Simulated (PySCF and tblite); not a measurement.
The numbers below are computed, except where a source is named.
C6H6O2, numbered as in [O:1]=[CH:2]/[CH:3]=[CH:4]\[CH:5]=[CH:6]\[CH:7]=[O:8].

The ensemble was built from 150 distance-geometry starts (ETKDG, MMFF94s, GFN2-xTB) and rests on GFN2-xTB geometries. Energies: B3LYP-D3(BJ)/pcSseg-1 (IEF-PCM, tetrahydrofuran), with GFN2-xTB thermal terms (modes under about 100 cm⁻¹ blended into free rotors). Symmetry numbers and mirror images are counted. Conformers within 2.5 kcal/mol (GFN2-xTB free energy) were kept, 5 at most. Couplings: B3LYP/6-31G* with pcJ-1 on H (gas phase; spin-dipole term only for pairs with B, N, F, Si or P). Couplings are for ¹H. H–H couplings come out 0.1 to 0.9 Hz lower than with pcJ-1 on all atoms. (PySCF 2.14, tblite 0.8.)

Torsions listed: O1–C2–C3–C4, C3–C4–C5–C6, C5–C6–C7–O8.

```tsv
conformer	shape	weight %
1	180°, 180°, 180°	60.1
2	0°, 180°, 180°	30.1
3	180°, 180°, 0°	7.6
4	0°, 180°, 0°	2.2
```

Question: Give the couplings in each conformer and the averages at 298.15 K (pairs that fast motion interchanges averaged).

Answer: 
```csv
coupling,pairs,1,2,3,4,average (Hz)
"³J(H2,H3)",1,7.8,2.2,7.7,2.1,6.0
"³J(H3,H4)",1,13.0,11.9,13.0,12.0,12.7
"³J(H4,H5)",1,12.1,11.6,12.9,12.3,12.0
"³J(H5,H6)",1,14.8,15.7,14.3,15.3,15.0
"³J(H6,H7)",1,7.0,7.2,1.4,1.5,6.5
```


Conformer gaps in pcSseg-1 on xTB geometries can be 2 kcal/mol off for S=O, P=O and other polar bonds.